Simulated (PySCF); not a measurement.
# Co (cobalt, neutral) across methods

[Ar] 3d9, 2D determinant (an excited configuration). Calculation: PySCF 2.14, in x2c-TZVPPall (6s5p4d2f1g, 64 functions); scalar relativity by spin-free X2C-1e.

| method | E (hartree) | mean ε 3p β (eV) | mean ε 3d α (eV) | mean ε 3d β (eV) | Σ⟨r²⟩ (bohr²) | ⟨S²⟩ |
| --- | --- | --- | --- | --- | --- | --- |
| PBE | -1392.901 | -57.053 | -1.881 | -1.098 | 30.46 | 0.755 |
| UHF | -1391.58959 | -71.526 | -7.565 | -5.794 | 27.55 | 0.772 |
| BLYP | -1393.233 | -56.981 | -1.870 | -1.129 | 30.59 | 0.754 |
| r2SCAN0 | -1393.009 | -61.833 | -3.341 | -2.288 | 29.16 | 0.758 |
| r2SCAN | -1393.072 | -58.497 | -1.795 | -0.917 | 30.05 | 0.757 |
| LDA | -1390.493 | -57.007 | -2.138 | -1.320 | 30.27 | 0.754 |

Task: Estimate the same row for CAM-B3LYP.

Result: E (hartree) = -1393.203; mean ε 3p β (eV) = -62.021; mean ε 3d α (eV) = -4.887; mean ε 3d β (eV) = -3.970; Σ⟨r²⟩ (bohr²) = 29.54; ⟨S²⟩ = 0.755.
